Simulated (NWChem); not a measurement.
System: CHCl$_{2}$ cation

Input file for NWChem:

```
start job
memory heap 200 mb stack 900 mb global 1100 mb
charge 1
geometry units angstroms
  Cl     1.447254     0.000000    -0.156525
  C      0.000000     0.000000     0.608428
  Cl    -1.447254     0.000000    -0.156525
  H      0.000000     0.000000     1.701032
end
basis spherical
  Cl library def2-svp
  C library def2-svp
  H library def2-svp
end
dft
  xc slater vwn_5
  iterations 150
end
driver
  maxiter 120
end
task dft optimize
task dft freq
```

Parts of the log:

```
             Northwest Computational Chemistry Package (NWChem) 7.3.0
             --------------------------------------------------------

 C2V symmetry detected

                             Geometry "geometry" -> ""
                             -------------------------

 Output coordinates in angstroms (scale by  1.889725989 to convert to a.u.)

  No.       Tag          Charge          X              Y              Z
 ---- ---------------- ---------- -------------- -------------- --------------
    1 Cl                  17.0000     1.44725400     0.00000000    -0.15725061
    2 C                    6.0000     0.00000000     0.00000000     0.60770239
    3 Cl                  17.0000    -1.44725400     0.00000000    -0.15725061
    4 H                    1.0000     0.00000000     0.00000000     1.70030639

 Effective nuclear repulsion energy (a.u.)     129.3278601390

      Symmetry information
      --------------------

 Group name             C2v
 Group number             16
 Group order               4
 No. of unique centers     3

                                Z-matrix (autoz)
                                --------

 Units are Angstrom for bonds and degrees for angles

      Type          Name      I     J     K     L     M      Value
      ----------- --------  ----- ----- ----- ----- ----- ----------
    1 Stretch                  1     2                       1.63698
    2 Stretch                  2     3                       1.63698
    3 Stretch                  2     4                       1.09260
    4 Bend                     1     2     3               124.28219
    5 Bend                     1     2     4               117.85890
    6 Bend                     3     2     4               117.85890
    7 Torsion                  1     2     3     4         180.00000
    8 Torsion                  1     2     4     3         180.00000
    9 Torsion                  3     2     1     4         180.00000
   10 Torsion                  1     4     2     3         180.00000
   11 Torsion                  3     1     2     4         180.00000
   12 Torsion                  1     3     2     4         180.00000

                           NWChem Geometry Optimization
                           ----------------------------

 maximum gradient threshold         (gmax) =   0.000450
 rms gradient threshold             (grms) =   0.000300
 maximum cartesian step threshold   (xmax) =   0.001800
 rms cartesian step threshold       (xrms) =   0.001200
 fixed trust radius                (trust) =   0.300000
 source of zmatrix                         =   autoz

          -------------------
          Energy Minimization
          -------------------

 Using diagonal initial Hessian
 Scaling for Hessian diagonals: bonds = 1.00  angles = 0.25  torsions = 0.10

          --------
          Step   0

                                 NWChem DFT Module
                                 -----------------

 Summary of "ao basis" -> "ao basis" (spherical)
 ------------------------------------------------------------------------------
       Tag                 Description            Shells   Functions and Types
 ---------------- ------------------------------  ------  ---------------------
 Cl                         def2-svp                 8       18   4s3p1d
 C                          def2-svp                 6       14   3s2p1d
 H                          def2-svp                 3        5   2s1p

      Symmetry analysis of basis
      --------------------------

        a1         23
        a2          6
        b1         17
        b2          9

            General Information
            -------------------
          SCF calculation type: DFT
          Wavefunction type:  closed shell.
          No. of atoms     :     4
          No. of electrons :    40
           Alpha electrons :    20
            Beta electrons :    20
          Charge           :     1
          Spin multiplicity:     1
          Use of symmetry is: on ; symmetry adaption is: on
          Maximum number of iterations: 150
          AO basis - number of functions:    55
                     number of shells:    25
          Convergence on energy requested:  1.00D-06
          Convergence on density requested:  1.00D-05
          Convergence on gradient requested:  5.00D-04

              XC Information
              --------------
                        Slater Exchange Functional  1.000 local
                      VWN V Correlation Functional  1.000 local

             Grid Information
             ----------------
          Grid used for XC integration:  medium
          Radial quadrature: Mura-Knowles
          Angular quadrature: Lebedev.
          Tag              B.-S. Rad. Rad. Pts. Rad. Cut. Ang. Pts.
          ---              ---------- --------- --------- ---------
          Cl                  1.00       88           8.0       590
          C                   0.70       49           6.0       434
          H                   0.35       45           7.0       434
          Grid pruning is: on
          Number of quadrature shells:   182
          Spatial weights used:  Erf1

      Superposition of Atomic Density Guess
      -------------------------------------

 Sum of atomic energies:        -956.77112793

 Renormalizing density from      41.00 to     40

      Non-variational initial energy
      ------------------------------

 Total energy =    -942.993782
 1-e energy   =   -1539.878115
 2-e energy   =     467.556473
 HOMO         =      -0.736333
 LUMO         =      -0.407484

      Symmetry analysis of molecular orbitals - initial
      -------------------------------------------------

  Numbering of irreducible representations:

     1 a1          2 a2          3 b1          4 b2

  Orbital symmetries:

     1 b1          2 a1          3 a1          4 a1          5 b1
     6 a1          7 b1          8 a1          9 b1         10 b2
    11 a2         12 a1         13 b1         14 a1         15 a1
    16 b1         17 b2         18 a2         19 b1         20 a1
    21 b2         22 a1         23 b1         24 a1         25 a1
    26 b1         27 a1         28 b2         29 b1         30 a1

   convergence    iter        energy       DeltaE   RMS-Dens  Diis-err
 ---------------- ----- ----------------- --------- --------- ---------
 d= 0,ls=0.0,diis     1   -954.8978783458 -1.08D+03  4.67D-02  2.49D+00
 d= 0,ls=0.0,diis     2   -954.0373310577  8.61D-01  3.87D-02  8.34D+00
 d= 0,ls=0.0,diis     3   -955.0486033737 -1.01D+00  8.06D-03  3.70D-01
 d= 0,ls=0.0,diis     4   -955.0979688739 -4.94D-02  1.82D-03  1.76D-02
 d= 0,ls=0.0,diis     5   -955.1001592820 -2.19D-03  3.74D-04  9.38D-04
  Resetting Diis
 d= 0,ls=0.0,diis     6   -955.1002802864 -1.21D-04  5.88D-05  1.38D-05
 d= 0,ls=0.0,diis     7   -955.1002820499 -1.76D-06  3.44D-05  8.52D-07
 d= 0,ls=0.0,diis     8   -955.1002815375  5.12D-07  2.57D-05  4.67D-06
 d= 0,ls=0.0,diis     9   -955.1002821533 -6.16D-07  4.13D-06  9.10D-08

         Total DFT energy =     -955.100282153286
      One electron energy =    -1566.995473176323
           Coulomb energy =      541.112426865335
    Exchange-Corr. energy =      -58.545095981279
 Nuclear repulsion energy =      129.327860138980

 Numeric. integr. density =       40.000002988177

                  Occupations of the irreducible representations
                  ----------------------------------------------

                     irrep           alpha         beta
                     --------     --------     --------
                     a1                9.0          9.0
                     a2                2.0          2.0
                     b1                7.0          7.0
                     b2                2.0          2.0

                       DFT Final Molecular Orbital Analysis
                       ------------------------------------

 Vector   18  Occ=2.000000D+00  E=-5.770931D-01  Symmetry=a2
              MO Center=  2.3D-16,  1.9D-16, -1.4D-01, r^2= 3.1D+00
   Bfn.  Coefficient  Atom+Function         Bfn.  Coefficient  Atom+Function
  ----- ------------  ---------------      ----- ------------  ---------------
    12      0.444536  1 Cl py                44     -0.444536  3 Cl py
     9      0.372322  1 Cl py                41     -0.372322  3 Cl py
     6      0.210437  1 Cl py                38     -0.210437  3 Cl py
    28      0.031778  2 C  d -2

[...]

      ----------------------
      Optimization converged
      ----------------------

  Step       Energy      Delta E   Gmax     Grms     Xrms     Xmax
  ---- ---------------- -------- -------- -------- -------- --------
@    3    -955.10083768 -1.9D-07  0.00001  0.00000  0.00050  0.00092
                                     ok       ok       ok       ok

                                Z-matrix (autoz)
                                --------

 Units are Angstrom for bonds and degrees for angles

      Type          Name      I     J     K     L     M      Value     Gradient
      ----------- --------  ----- ----- ----- ----- ----- ---------- ----------
    1 Stretch                  1     2                       1.62447   -0.00001
    2 Stretch                  2     3                       1.62447   -0.00001
    3 Stretch                  2     4                       1.11595    0.00001
    4 Bend                     1     2     3               124.21247   -0.00001
    5 Bend                     1     2     4               117.89377    0.00000
    6 Bend                     3     2     4               117.89377    0.00000
    7 Torsion                  1     2     3     4         180.00000    0.00000
    8 Torsion                  1     2     4     3         180.00000   -0.00000
    9 Torsion                  3     2     1     4         180.00000   -0.00000
   10 Torsion                  1     4     2     3         180.00000    0.00000
   11 Torsion                  3     1     2     4         180.00000    0.00000
   12 Torsion                  1     3     2     4         180.00000   -0.00000

                         Geometry "geometry" -> "geometry"
                         ---------------------------------

 Output coordinates in angstroms (scale by  1.889725989 to convert to a.u.)

  No.       Tag          Charge          X              Y              Z
 ---- ---------------- ---------- -------------- -------------- --------------
    1 Cl                  17.0000     1.43573374     0.00000000    -0.16060274
    2 C                    6.0000     0.00000000     0.00000000     0.59937915
    3 Cl                  17.0000    -1.43573374     0.00000000    -0.16060274
    4 H                    1.0000     0.00000000     0.00000000     1.71533390

 Effective nuclear repulsion energy (a.u.)     130.1744814142

      Symmetry information
      --------------------

 Group name             C2v
 Group number             16
 Group order               4
 No. of unique centers     3

                Final and change from initial internal coordinates
                --------------------------------------------------

                                Z-matrix (autoz)
                                --------

 Units are Angstrom for bonds and degrees for angles

      Type          Name      I     J     K     L     M      Value       Change
      ----------- --------  ----- ----- ----- ----- ----- ---------- ----------
    1 Stretch                  1     2                       1.62447   -0.01251
    2 Stretch                  2     3                       1.62447   -0.01251
    3 Stretch                  2     4                       1.11595    0.02335
    4 Bend                     1     2     3               124.21247   -0.06972
    5 Bend                     1     2     4               117.89377    0.03486
    6 Bend                     3     2     4               117.89377    0.03486
    7 Torsion                  1     2     3     4         180.00000    0.00000
    8 Torsion                  1     2     4     3         180.00000    0.00000
    9 Torsion                  3     2     1     4         180.00000    0.00000
   10 Torsion                  1     4     2     3         180.00000    0.00000
   11 Torsion                  3     1     2     4         180.00000    0.00000
   12 Torsion                  1     3     2     4         180.00000    0.00000

 ==============================================================================
                                internuclear distances
 ------------------------------------------------------------------------------
       center one      |      center two      | atomic units |  angstroms
 ------------------------------------------------------------------------------
    2 C                |   1 Cl               |     3.06980  |     1.62447
    3 Cl               |   2 C                |     3.06980  |     1.62447
    4 H                |   2 C                |     2.10885  |     1.11595
 ------------------------------------------------------------------------------
                         number of included internuclear distances:          3
 ==============================================================================

[...]

 Rotational Constants
 --------------------
 A=   1.869762 cm-1  (  2.690110 K)
 B=   0.116934 cm-1  (  0.168238 K)
 C=   0.110051 cm-1  (  0.158336 K)

 Temperature                      =   298.15K
 frequency scaling parameter      =   1.0000

 Zero-Point correction to Energy  =   10.680 kcal/mol  (  0.017019 au)
 Thermal correction to Energy     =   12.782 kcal/mol  (  0.020369 au)
 Thermal correction to Enthalpy   =   13.374 kcal/mol  (  0.021313 au)

 Total Entropy                    =   63.036 cal/mol-K
   - Translational                =   39.143 cal/mol-K (mol. weight =  82.9455)
   - Rotational                   =   22.333 cal/mol-K (symmetry #  =        2)
   - Vibrational                  =    1.560 cal/mol-K

 Cv (constant volume heat capacity) =    9.102 cal/mol-K
   - Translational                  =    2.979 cal/mol-K
   - Rotational                     =    2.979 cal/mol-K
   - Vibrational                    =    3.143 cal/mol-K

[normal modes left out]

 ----------------------------------------------------------------------------
 Normal Eigenvalue ||           Projected Infra Red Intensities
  Mode   [cm**-1]  || [atomic units] [(debye/angs)**2] [(KM/mol)] [arbitrary]
 ------ ---------- || -------------- ----------------- ---------- -----------
    1        0.000 ||    0.001921           0.044         1.872       0.535
    2        0.000 ||    0.001960           0.045         1.911       0.546
    3        0.000 ||    0.019395           0.447        18.907       5.401
    4        0.000 ||    0.011539           0.266        11.249       3.213
    5        0.000 ||    0.006222           0.144         6.065       1.733
    6        0.000 ||    0.007011           0.162         6.835       1.952
    7      358.300 ||    0.001897           0.044         1.849       0.528
    8      855.132 ||    0.023794           0.549        23.196       6.626
    9      856.595 ||    0.018611           0.429        18.143       5.183
   10     1084.146 ||    0.234644           5.413       228.742      65.343
   11     1265.509 ||    0.054318           1.253        52.952      15.126
   12     3054.315 ||    0.049602           1.144        48.355      13.813
 ----------------------------------------------------------------------------
```

Level: LDA (Slater exchange, VWN5)/def2-SVP.
